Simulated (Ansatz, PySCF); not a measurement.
C3H7O, SMILES CC(C)[O], multiplicity 2. Atoms are numbered in the order given.

```xyz
11

C      0.0720    -0.6302    -1.2793
C     -0.2864     0.1247     0.0000
C      0.0720    -0.6302     1.2793
O      0.1558     1.4089     0.0000
H      1.1600    -0.7935    -1.3257
H     -0.4221    -1.6124    -1.3174
H     -0.2251    -0.0457    -2.1612
H     -1.3983     0.2743     0.0000
H      1.1600    -0.7935     1.3257
H     -0.4221    -1.6124     1.3174
H     -0.2251    -0.0457     2.1612
```
Charge 0, spin multiplicity 2.

Coordinates come from a PBE0-D3(BJ)/def2-SVP optimisation. The isomer is the one that the SMILES or the coordinates give; other isomers of the formula were not compared.

Two levels are set side by side: PBE-D3(BJ)/def2-SVP (Ansatz, a quantum-chemistry and plane-wave program) and PBE0-D3(BJ)/def2-SVP (Ansatz). Each level has its own optimised geometry; the coordinates shown are those of the second. Frequencies come from the Hessian of PySCF at each geometry. Differences are taken from unrounded values.

| quantity | PBE0-D3(BJ) |
|---|---|
| mean bond length (Å) | 1.214 |
| bond C1–C2 (Å) | 1.528 |
| bond C2–C3 (Å) | 1.528 |
| bond C2–O4 (Å) | 1.358 |
| bond C1–H5 (Å) | 1.101 |
| bond C1–H6 (Å) | 1.100 |
| bond C1–H7 (Å) | 1.099 |
| bond C2–H8 (Å) | 1.122 |
| bond C3–H9 (Å) | 1.101 |
| bond C3–H10 (Å) | 1.100 |
| bond C3–H11 (Å) | 1.099 |
| highest harmonic wavenumber (cm⁻¹) | 3176 |
| mean harmonic wavenumber (cm⁻¹) | 1532 |
| zero-point energy (kcal/mol) | 59.13 |

Problem. What does PBE-D3(BJ) give, and how far is it from PBE0-D3(BJ)? (An estimate is asked for; the answer gives what the named calculation found.)

Solution. 
```json
[
 {"quantity": "mean bond length (Å)", "PBE-D3(BJ)": "1.223", "PBE-D3(BJ) minus PBE0-D3(BJ)": "0.009"},
 {"quantity": "bond C1–C2 (Å)", "PBE-D3(BJ)": "1.543", "PBE-D3(BJ) minus PBE0-D3(BJ)": "0.015"},
 {"quantity": "bond C2–C3 (Å)", "PBE-D3(BJ)": "1.543", "PBE-D3(BJ) minus PBE0-D3(BJ)": "0.015"},
 {"quantity": "bond C2–O4 (Å)", "PBE-D3(BJ)": "1.353", "PBE-D3(BJ) minus PBE0-D3(BJ)": "-0.005"},
 {"quantity": "bond C1–H5 (Å)", "PBE-D3(BJ)": "1.109", "PBE-D3(BJ) minus PBE0-D3(BJ)": "0.008"},
 {"quantity": "bond C1–H6 (Å)", "PBE-D3(BJ)": "1.108", "PBE-D3(BJ) minus PBE0-D3(BJ)": "0.008"},
 {"quantity": "bond C1–H7 (Å)", "PBE-D3(BJ)": "1.107", "PBE-D3(BJ) minus PBE0-D3(BJ)": "0.008"},
 {"quantity": "bond C2–H8 (Å)", "PBE-D3(BJ)": "1.139", "PBE-D3(BJ) minus PBE0-D3(BJ)": "0.017"},
 {"quantity": "bond C3–H9 (Å)", "PBE-D3(BJ)": "1.109", "PBE-D3(BJ) minus PBE0-D3(BJ)": "0.008"},
 {"quantity": "bond C3–H10 (Å)", "PBE-D3(BJ)": "1.108", "PBE-D3(BJ) minus PBE0-D3(BJ)": "0.008"},
 {"quantity": "bond C3–H11 (Å)", "PBE-D3(BJ)": "1.107", "PBE-D3(BJ) minus PBE0-D3(BJ)": "0.008"},
 {"quantity": "highest harmonic wavenumber (cm⁻¹)", "PBE-D3(BJ)": "3088", "PBE-D3(BJ) minus PBE0-D3(BJ)": "-88"},
 {"quantity": "mean harmonic wavenumber (cm⁻¹)", "PBE-D3(BJ)": "1472", "PBE-D3(BJ) minus PBE0-D3(BJ)": "-60"},
 {"quantity": "zero-point energy (kcal/mol)", "PBE-D3(BJ)": "56.81", "PBE-D3(BJ) minus PBE0-D3(BJ)": "-2.32"}
]
```

GGA bonds tend to be longer and softer than those of functionals with exact exchange. Differences between two approximate levels are no errors against the true value.
